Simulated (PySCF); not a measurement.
# How methods differ on the excitation energy of S

S [Ne] 3s2 3p4 (3P) → S [Ne] 3s2 3p3 4s1 (5S), as a difference of total energies. Calculation: PySCF 2.14, in aug-cc-pCVTZ-DK; scalar relativity by spin-free X2C-1e. Correlated levels: valence: [Ne] frozen. The calculations carry no spin-orbit coupling.

| method | excitation energy (cm⁻¹) | error (cm⁻¹) |
| --- | --- | --- |
| UHF | 49251 | -3177 |
| MP2 (valence) | 52629 | +201 |
| SCS-MP2 (valence) | 54312 | +1884 |
| CCSD (valence) | 53566 | +1138 |
| CCSD(T) (valence) | 53622 | +1194 |

Reference: 52428 cm⁻¹ (measured; NIST levels, between the centres of gravity of the two terms).

Errors of the correlated levels include the incompleteness of this basis and the frozen core.

The promoted electron is Rydberg-like, and one or two diffuse shells describe it only roughly, which tends to raise the upper state.
